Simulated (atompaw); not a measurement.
# Ranking PAW (atompaw) potentials for Ca (Z = 20)

All share these settings but for the change named:

atompaw 4.2.0.5 input, output lines left out:

```
Ca 20
LDA-PW scalarrelativistic loggrid 1500 logderivrange -5 5 251
4 4 3 0 0 0
4 1 0
3 2 0
0 0 0
c
c
v
v
c
v
v
v
3
2.45 2.45 1.95 1.95
n
n
y
0.4
n
y
-0.05
n
bloechl sinc
bessel
```

Cutoff: the first of the cutoffs (Ry, on a coarse ladder) from which the occupation-weighted sum of valence levels, in a spherical-Bessel basis at the reference potential, stays within 10 and 1 mRy of its value at 400 Ry; the density cutoff is not measured.

The base gives 25 Ry.

Of 9 variants that were run, those that failed, showed a ghost or another fault, or gave nearly equal values are left out.

A variant can come out equal or close to the base.

Q: Rank these variants from softest to hardest (loose cutoff).
A. all radii scaled by about 1.30 (s 1.96, p 1.82, d 2.16, f 2.28 bohr); local potential bessel scheme, radius 2.54 bohr; augmentation sinc compensation charge, radius 3.20 bohr; PAW radius 3.20 bohr; waves and projectors: bloechl; core correction smooth core density matched at 2.54 bohr
B. all radii scaled by about 0.81 (s 1.22, p 1.14, d 1.34, f 1.42 bohr); local potential bessel scheme, radius 1.58 bohr; augmentation sinc compensation charge, radius 1.98 bohr; PAW radius 1.98 bohr; waves and projectors: bloechl; core correction smooth core density matched at 1.58 bohr
C. all radii scaled by about 1.24 (s 1.86, p 1.74, d 2.04, f 2.16 bohr); local potential bessel scheme, radius 2.42 bohr; augmentation sinc compensation charge, radius 3.04 bohr; PAW radius 3.04 bohr; waves and projectors: bloechl; core correction smooth core density matched at 2.42 bohr
D. all radii scaled by about 0.93 (s 1.40, p 1.30, d 1.54, f 1.62 bohr); local potential bessel scheme, radius 1.80 bohr; augmentation sinc compensation charge, radius 2.28 bohr; PAW radius 2.28 bohr; waves and projectors: bloechl; core correction smooth core density matched at 1.80 bohr
E. all radii scaled by about 1.12 (s 1.68, p 1.56, d 1.86, f 1.96 bohr); local potential bessel scheme, radius 2.18 bohr; augmentation sinc compensation charge, radius 2.74 bohr; PAW radius 2.74 bohr; waves and projectors: bloechl; core correction smooth core density matched at 2.18 bohr

A: A (15 Ry), C (18 Ry), E (21 Ry), D (25 Ry), B (30 Ry).
